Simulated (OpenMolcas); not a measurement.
Tm3+: CASPT2 settings compared

* Program: OpenMolcas 26.06
* Basis: ANO-RCC-VDZ [7s6p4d2f]
* Scalar Hamiltonian: DKH3, point nucleus
* Active space: 12 electrons in 7 orbitals (4f)
* State averaging: 2S+1 = 3 even, 21 roots (18 in the spin-orbit step); 2S+1 = 1 even, 9 roots kept (CI in the orbitals of an earlier block)
* Spin-orbit coupling: RASSI with atomic mean-field integrals over the reference wave functions, term energies averaged over their components

Methods on the same reference wave functions:
A. CASSCF
B. SS-CASPT2, IPEA 0.4 Eh, imaginary shift 0.3 Eh (closed shells correlated: 4d 5s 5p)
C. SS-CASPT2, IPEA 0.15 Eh, sigma2 regulariser 0.1 Eh (closed shells correlated: none)
D. SS-CASPT2, IPEA 0.3 Eh, sigma1 regulariser 0.1 Eh (closed shells correlated: 5s 5p)

Energies in cm-1 above 4f12 3H6, the measured ground level; measured values from the list in Tchang-Brillet, Wyart, Meftah and Ait Mammar, Atoms 6, 52 (2018).

```csv
Level,A,B,C,D,Measured
4f12 3H6,0.0,0.0,0.0,0.0,0.0
4f12 3F4 [53 %],6465,5300,6190,5920,
4f12 3H5,8134,8130,8130,8130,8217
4f12 3H4 [58 %],13115,12520,12940,12800,12547
4f12 3F3,16077,14390,15530,15050,14410
4f12 3F2,20144,18460,19590,19120,
4f12 1G4 [56 %],21786,21260,21760,21730,21174
```

Deviations, from unrounded energies. A percentage is the sum of absolute deviations over the sum of measured energies, with the sign that they share, or ± where signs differ.

```tsv
Against measurement	Levels	A	B	C	D
mean absolute deviation (cm-1)	4	730	51	550	380
fine structure of the ground term (%)	2	±3.1	-0.5	±2.3	±1.6
other terms of the ground configuration (%)	2	+6.4	±0.3	+4.8	+3.4
```

B lies closest to measurement on these levels and A furthest from it. The largest miss of B in the table is 4f12 3H5, by -83 cm-1. The ranking rests on the paired levels alone, and a cruder setting can come out closer through cancelling errors.

Among B to D the level of the table that moves most is 4f12 3F3, by 1100 cm-1 (lowest in B, highest in C). Moves below CASPT2's spread within the term are not significant.

From A to B the spin-free energies of the other terms of 4f12 shown, above 3H, scale by factors of 0.79 to 0.93, as is usual when dynamic correlation screens the repulsion within a d or f shell.

The lowest spin-free term lies below A's lowest term by 0.706 hartree in B, 0.294 hartree in C, 0.548 hartree in D.

CASPT2 breaks the degeneracy within a term, and the mean is taken; among the terms shown or strongly mixed into the levels shown the widest spread is 380 cm-1 (4f12 1G, B). Some high roots are left out of the spin-orbit mixing, which shifts the levels that they would mix with. Terms from blocks run as CI alone lack orbitals of their own. The basis is small and was not contracted for so high a charge. Without dynamic correlation excited terms often stand tens of per cent too high (terms of higher spin than the ground term too low), and those without a measured partner can miss by more than the paired ones (holds for A). Computed and measured levels are paired by configuration, term and J; levels that our copy of the source lacks, or whose pairing is in doubt (as where it misses far off the trend of its configuration), stay unpaired and out of the deviations. Only configurations of the active space appear.

A share in square brackets marks a mixed level and gives the weight of the term that names it, the lowest over the columns.
